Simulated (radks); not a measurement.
Hg33+, configuration [Kr] 4d10 4f1.

Calculated with a radial shooting solver on a logarithmic mesh with Libxc functionals: non-relativistic Kohn-Sham, LDA (Slater exchange, Perdew-Wang correlation), spin-unpolarised, spherical densities, point nucleus; relativity is left out, which matters for an element this heavy.

Energy parts (hartree):
| part | energy |
|---|---|
| total | -17830.4242 |
| kinetic | 17826.1353 |
| electron-nucleus | -40152.2488 |
| Hartree | 4784.0097 |
| exchange-correlation | -288.3204 |

Orbitals (lengths in bohr, moments of r in powers of bohr):
| orbital | occ. | eigenvalue (hartree) | <r> |
|---|---|---|---|
| 1s | 2 | -2801.120 | 0.01893 |
| 2s | 2 | -507.7252 | 0.07972 |
| 2p | 6 | -490.2107 | 0.06734 |
| 3s | 2 | -154.7391 | 0.1997 |
| 3p | 6 | -146.5507 | 0.1901 |
| 3d | 10 | -131.2640 | 0.1659 |
| 4s | 2 | -64.36148 | 0.4105 |
| 4p | 6 | -60.74421 | 0.4086 |
| 4d | 10 | -54.17351 | 0.4004 |
| 4f | 1 | -45.79133 | 0.3739 |
| 5s | 0 | -34.86431 | 0.7268 |
| 5p | 0 | -33.19315 | 0.7358 |

The highest occupied level is 4f at -1246.0 eV. The density falls to 0.001 e/bohr^3 at r = 1.13 bohr.
